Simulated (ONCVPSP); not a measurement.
Varying the ONCV potential for fluorine

Base potential:

* Element: F (Z = 9)
* Generator: ONCVPSP 4.0.1
* Type: optimised norm-conserving Vanderbilt (ONCV)
* Functional: PBEsol
* Relativity: scalar-relativistic
* Frozen core: none
* Valence charge: 9
* Reference configuration: 1s2 2s2 2p5
* Partial waves: 1s+2s: rc 0.40 bohr, ncon 4, nbas 7, qcut 23.8 1/bohr, 3 projectors, debl 1.2 Ha; 2p: rc 1.40 bohr, ncon 3, nbas 7, qcut 10.6 1/bohr, 2 projectors, debl 1.1 Ha
* Local potential: polynomial inside 0.30 bohr (lpopt 5, dvloc0 0 Ha)
* Core correction: none

Cutoffs, loose and tight: the cutoffs (Ha) at which the residual kinetic energy of the hardest occupied pseudo-wave falls to 1 and 0.1 mHa per electron. They do not see the model core or the augmentation charge, which bear on the density cutoff. Test errors are all-electron minus pseudo excitation energies from the reference, over the configurations 1s2 2s2 2p4; 1s2 2s2 2p3; 1s2 2s2 2p2; 1s1 2s2 2p5. A dash means not determined; rows that change the core or the reference have their own tests. The largest error is taken over the tests solved by every variant that gives reliable tests at all: 1s2 2s2 2p2; 1s2 2s2 2p3; 1s2 2s2 2p4.

1 further variants are left out, since the program set their typed debl aside.

A true bound ghost makes a file unfit for plane-wave use even where its test errors are small: the radial tests pick states by their node count and pass the ghost by.

```tsv
change	outcome	cutoff, loose	cutoff, tight	bound ghosts	GHOST(+) flags above zero	largest test error (meV)
base	generated	684 Ha	904 Ha	none	s	+871
p: nproj 1	generated	684 Ha	904 Ha	none	s	+748
core [He], valence charge 7; reference 2s2 2p2; waves now 2s: rc 0.55 bohr, ncon 4, nbas 7, qcut 14.7 1/bohr, 3 projectors, debl 3.2 Ha; 2p: rc 1.20 bohr, ncon 4, nbas 9, qcut 12.6 1/bohr, 2 projectors, debl 1.2 Ha; local potential polynomial inside 0.50 bohr (lpopt 5, dvloc0 6 Ha); core correction Teter function fitted to the true core (icmod 2), fcfact 0.55	generated, projector energies reset by the program	128 Ha	390 Ha	s	s	+465
local potential polynomial inside 0.35 bohr (lpopt 5, dvloc0 6 Ha)	generated	684 Ha	904 Ha	none	s	+857
local potential polynomial inside 0.30 bohr (lpopt 5, dvloc0 7 Ha)	generated	684 Ha	904 Ha	none	s	+860
functional PBE	generated	684 Ha	904 Ha	none	s	+873
p: ncon 4, nbas 8	generated	684 Ha	904 Ha	none	s	+800
```

Question: What comes out with this change to the base: all radii scaled by about 1.04 (s 0.42, p 1.46 bohr); local potential polynomial inside 0.32 bohr (lpopt 5, dvloc0 0 Ha)?

Answer: outcome: generated; cutoff, loose: 537 Ha; cutoff, tight: 816 Ha; bound ghosts: none; GHOST(+) flags above zero: s; largest test error (meV): +958.

Question: What comes out with this change to the base: p: rc 1.52?

Answer: outcome: generated; cutoff, loose: 684 Ha; cutoff, tight: 904 Ha; bound ghosts: none; GHOST(+) flags above zero: s; largest test error (meV): +1061.
